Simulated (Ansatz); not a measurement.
Basis-set series for `CB(N)[SiH3]`. Charge 0, multiplicity 1. The structure was optimised at the PBE0-D4/def2-TZVP level. It is one conformer, not always the lowest.

```xyz
12

C     0.2473    1.6014    0.1321
B     0.0497    0.0520    0.3140
N     0.1363   -0.5252    1.5778
Si   -0.3360   -1.1615   -1.2652
H    -0.6361    2.0538   -0.3312
H     0.4451    2.1334    1.0683
H     1.0762    1.8082   -0.5534
H     0.0190   -1.5087    1.7532
H     0.3237    0.0118    2.4108
H     0.7499   -1.0976   -2.2870
H    -1.5988   -0.7748   -1.9602
H    -0.4764   -2.5929   -0.8591
```

| functional | basis | functions | energy (Eh) | HOMO (eV) | LUMO (eV) |
| --- | --- | --- | --- | --- | --- |
| PBE0-D4 | def2-SVP | 100 | -411.60599 | -7.60 | 0.06 |
| PBE0-D4 | def2-TZVPP | 247 | -411.84254 | -7.66 | -0.15 |
| ωB97M-V | def2-SVP | 100 | -411.77181 | -9.72 | 2.09 |
| ωB97M-V | def2-TZVPP | 247 | -412.01719 | -9.80 | 1.79 |

(1) Give the rows for def2-QZVPP. (Estimate.)

Answers

(1) Ansatz gave: 
```json
{"functional": "PBE0-D4", "basis": "def2-QZVPP", "functions": "481", "energy (Eh)": "-411.85966", "HOMO (eV)": "-7.67", "LUMO (eV)": "-0.20"}
{"functional": "ωB97M-V", "basis": "def2-QZVPP", "functions": "481", "energy (Eh)": "-412.03333", "HOMO (eV)": "-9.82", "LUMO (eV)": "1.51"}
```

Positive LUMOs are unbound and depend on the basis.
